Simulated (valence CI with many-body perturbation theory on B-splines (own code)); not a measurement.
**Questions on As XXI**

Method: configuration interaction combined with many-body perturbation theory (CI+MBPT): three valence electrons over a frozen Dirac-Fock core [Ne], a basis of 9 s, 9 p, 8 d, 6 f, 3 g, 1 h functions for each j, with the one-electron correlation potential Σ1 (screened to all orders), the two-electron term Σ2, the three-electron term Σ3, Breit, model QED; selected single and double excitations, second order for the rest, scaled by the run's own slope (own B-spline code, finite nucleus).

No measured spectrum was set against this ion. As an estimate, levels of excited configurations hold to 0.05 to 0.15 % of their energy, terms of the ground configuration to about 0.5 %.

Names give the largest LS component (configuration and term), which can be under half, so a name can repeat, a term be missing and a line seem to break the LS rules; names also repeat where a configuration has a term twice.

Rates and lifetimes use the calculated energies. Strong lines usually hold to 10 to 20 %, long lifetimes can be off by a factor of two.

(1) What is the ground level?

(2) How is the term 2P° of the ground level split?

(3) Among levels below 146.44 eV, which E1 lines absorb most strongly from the ground level?

(4) Name the longest-lived excited levels whose lifetime is computed, and their main decay.

(5) What are the static dipole polarisabilities of the lowest levels?

## Answers

(1) 3s2.3p 2P°_1/2, composition 98 % 3s2.3p 2P°, g = 0.663.

(2) J = 1/2 at 0.00, J = 3/2 at 7.88 eV.

(3) to 3s2.3d 2D_3/2 at 13.88 nm, f = 0.329; to 3s.3p2 2P_1/2 at 17.82 nm, f = 0.231; to 3s.3p2 2P_3/2 at 15.71 nm, f = 0.130.

(4) 3s2.3p 2P°_3/2 at 7.88 eV lives 431 μs, mostly by M1 to 3s2.3p 2P°_1/2. The lifetime of 3s.3p.3d 4F°_9/2 is too uncertain to give, and may be longer.

(5) 3s2.3p 2P°_1/2 0.111; 3s2.3p 2P°_3/2 0.113 (tensor 0.011) bohr³, of which the core gives 0.00180.
